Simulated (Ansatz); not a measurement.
Clusters of 3 atoms, IV-VI: PBE0-D4/def2-TZVP single points in Ansatz on relaxed structures, gas phase. Each cluster is the lowest isomer that a short search found in that spin, judged at the geometry's level, and lower ones may exist. Core potentials for Pb, Sn, Te, no spin–orbit coupling. HOMO and LUMO are taken over both spins. Binding counts from free atoms in the multiplicity of their measured ground term, without zero-point energy. Singlets are spin-restricted. The spins of the ions were chosen, not always searched. A dash marks a value that wasn't run or was left out as unsound. The structures are stationary points that may keep the symmetry of their start. Remarks come from the PBE and PBE0 runs and from stability tests at other levels; not every state was tested.

| species | atoms | state | geometry | HOMO (eV) | LUMO (eV) | gap (eV) | vertical IE (eV) | binding per atom (eV) | lowest of the spins relaxed | point group (within 0.1 Å) | remarks |
| --- | --- | --- | --- | --- | --- | --- | --- | --- | --- | --- | --- |
| Si2S⁺ | 3 | doublet | PBE-D4/def2-TZVP | -12.59 | -9.66 | 2.94 | – | – | doublet, of doublet/quartet | C2v | – |
| Sn2S | 3 | singlet | B3LYP-D4/def2-TZVP | -5.18 | -2.91 | 2.27 | 6.97 | 2.49 | singlet, of singlet/triplet/quintet | C2v | – |
| SnO2 | 3 | singlet | B3LYP-D4/def2-TZVP | -8.59 | -3.23 | 5.36 | 10.75 | 2.60 | singlet, of singlet/triplet/quintet | D∞h | spin-contaminated (⟨S²⟩ up to 0.83) (+1 doublet) |
| GeS2 | 3 | singlet | PBE0-D4/def2-TZVP | -7.92 | -2.28 | 5.64 | 9.93 | 2.89 | singlet, of singlet/triplet/quintet | D∞h | – |
| GeSe2 | 3 | singlet | r2SCAN-D4/def2-TZVP | -6.16 | -2.80 | 3.36 | 8.15 | 2.59 | singlet, of singlet/triplet/quintet | C2v | – |
| Te2Pb | 3 | singlet | r2SCAN-D4/def2-SVP | -5.42 | -2.89 | 2.54 | 7.13 | 2.12 | singlet, of singlet/triplet/quintet | C2v | – |
| SiTe2⁺ | 3 | doublet | B3LYP-D4/def2-TZVP | -11.87 | -9.26 | 2.61 | – | – | doublet, of doublet/quartet | C2v | – |
| PbSe2 | 3 | singlet | r2SCAN-D4/def2-TZVP | -5.64 | -2.84 | 2.80 | 7.51 | 2.36 | singlet, of singlet/triplet/quintet | C2v | – |
| PbO2 (with an O–O bond) | 3 | singlet | r2SCAN-D4/def2-TZVP | -6.11 | -2.72 | 3.39 | 8.25 | 2.31 | singlet, of singlet/triplet/quintet | C2v | – |

The gap (eV) runs from 2.27 (Sn2S) to 5.64 (GeS2). The vertical IE (eV) runs from 6.97 (Sn2S) to 10.75 (SnO2).
